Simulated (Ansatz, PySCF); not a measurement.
C2H7GaS, SMILES [CH3][Ga]([CH3])[SH].

Coordinates come from a B3LYP-D3(BJ)/def2-SVP optimisation. The structure was generated by enumeration; whether it is a known compound was not checked. The values are those of a single conformer.

Vertical ionisation energy (IE) and electron affinity (EA) in eV. Rows of orbital energies are one-electron estimates. Where ΔSCF, EOM or ADC give a negative EA the extra electron is unbound and the value depends on the basis.

| level | IE | EA |
|---|---|---|
| −ε(HOMO), −ε(LUMO), r2SCAN/def2-TZVP (PySCF) | 6.40 | 1.19 |
| −ε(HOMO), −ε(LUMO), PBE/def2-TZVP (PySCF) | 6.12 | 1.44 |
| ΔSCF, CAM-B3LYP/def2-SVPD (Ansatz), final states of multiplicity 2 and 2 | 9.59 | -0.72 |
| ΔSCF, PBE/def2-SVPD (Ansatz), final states of multiplicity 2 and 2 | … | … |

Task: Complete the blanks. (An estimate is asked for; the answer gives what the named calculation found.)

Result: 
- ΔSCF, PBE/def2-SVPD (Ansatz, a program for electronic structure), final states of multiplicity 2 and 2, IE: 9.23
- ΔSCF, PBE/def2-SVPD (Ansatz), final states of multiplicity 2 and 2, EA: -0.48

Task: What vertical singlet–triplet gap does ΔSCF give with CAM-B3LYP/def2-SVPD (Ansatz) and with PBE/def2-SVPD (Ansatz)? (An estimate is asked for; the answer gives what the named calculation found.)

Result: 5.28 and 4.83 eV (triplet above singlet where positive).
